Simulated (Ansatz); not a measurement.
Basis-set series for `C=C(S)I`. Charge 0, multiplicity 1. I takes the def2 core potential. All single points use the PBE0-D4/def2-TZVP geometry. It is one conformer, not always the lowest.

```json
{"functional": "PBE0-D4", "basis": "def2-SVP", "functions": "87", "energy (Eh)": "-773.47496", "HOMO (eV)": "-6.71", "LUMO (eV)": "-0.92"}
{"functional": "PBE0-D4", "basis": "def2-QZVPP", "functions": "356", "energy (Eh)": "-773.72962", "HOMO (eV)": "-6.83", "LUMO (eV)": "-1.18"}
{"functional": "ωB97M-V", "basis": "def2-SVP", "functions": "87", "energy (Eh)": "-773.61080", "HOMO (eV)": "-8.80", "LUMO (eV)": "1.19"}
{"functional": "ωB97M-V", "basis": "def2-QZVPP", "functions": "356", "energy (Eh)": "-773.86855", "HOMO (eV)": "-8.93", "LUMO (eV)": "0.73"}
```

Question: Give the rows for def2-TZVPP. (Estimate.)

Answer: The calculation gave: 
```
functional       basis  functions  energy (Eh)  HOMO (eV)  LUMO (eV)
   PBE0-D4  def2-TZVPP        196   -773.71188      -6.81      -1.11
   ωB97M-V  def2-TZVPP        196   -773.85154      -8.91       0.88
```

Positive LUMOs are unbound and depend on the basis.

Program: Ansatz 0.2.0.
